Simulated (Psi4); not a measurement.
H18N6Ni (SMILES [NH3]->[Ni+2](<-[NH3])(<-[NH3])(<-[NH3])(<-[NH3])<-[NH3]), charge +2, triplet, geometry from GFN2-xTB (such geometries of metal compounds can be far from the true shape). Base run: SVWN/6-31G* in Psi4.

Here is a job for Psi4.
```
memory 2 GB

molecule {
2 3
  Ni    0.00007669   -0.00000160   -0.00002500
  N    -1.80583194   -1.14082178    0.46611182
  H    -2.53266252   -0.57349619    0.89839093
  H    -1.60505245   -1.89649615    1.11919885
  H    -2.22377200   -1.57023932   -0.35742408
  N    -0.53482375   -0.02479622   -2.12002702
  H    -1.51055685    0.23420271   -2.25663181
  H    -0.41458714   -0.94293431   -2.54409791
  H     0.01550852    0.62640437   -2.67677760
  N     0.41227913    0.05574497    2.14653381
  H     0.72914281   -0.83992659    2.51322682
  H    -0.42250583    0.30329423    2.67548629
  H     1.12649096    0.73918098    2.39194681
  N     1.87136437    1.06520477   -0.38014318
  H     1.82671125    2.04583975   -0.10863501
  H     2.14789474    1.04765606   -1.36004243
  H     2.64191890    0.65236079    0.14305032
  N     1.10803111   -1.86599323   -0.26638965
  H     1.71764979   -2.08271907    0.52003816
  H     1.70599978   -1.82329727   -1.09016084
  H     0.49709284   -2.67138572   -0.39090893
  N    -1.05127453    1.91067683    0.15400055
  H    -0.79234958    2.53482666   -0.60845144
  H    -0.84339086    2.40560737    1.01955265
  H    -2.06389038    1.81105917    0.11233484
}

set basis 6-31g*
set reference uks

energy('svwn')
print_variables()
```

Each row names what was changed in the base input (with any setting that the change needs).

| change | E (Eh) | <S^2> | core-seconds (rough) | outcome |
|---|---|---|---|---|
| base | -1843.26261 | 2.002 | 40 | converged |
| functional = m06 | -1846.80169 | 2.003 | 100 | converged |
| functional = m11 | -1846.73317 | 2.002 | 100 | converged |
| functional = revpbe | -1846.82584 | 2.001 | 70 | converged |
| functional = pbe | -1846.36783 | 2.001 | 70 | converged |
| functional = hse06 | -1846.46636 | 2.002 | 90 | converged |
| functional = wb97m-v | - | - | - | cut at the time limit |
| functional = pbe0 | -1846.42757 | 2.002 | 50 | converged |
| functional = x3lyp | -1846.85709 | 2.002 | 50 | converged |
| functional = wb97x | -1847.01189 | 2.002 | 60 | converged |

Absolute energies of different levels of theory aren't comparable as measures of quality.

Open shells are given as the SCF converged; they aren't shown to be the lowest states, and a large step between rows can be another state.
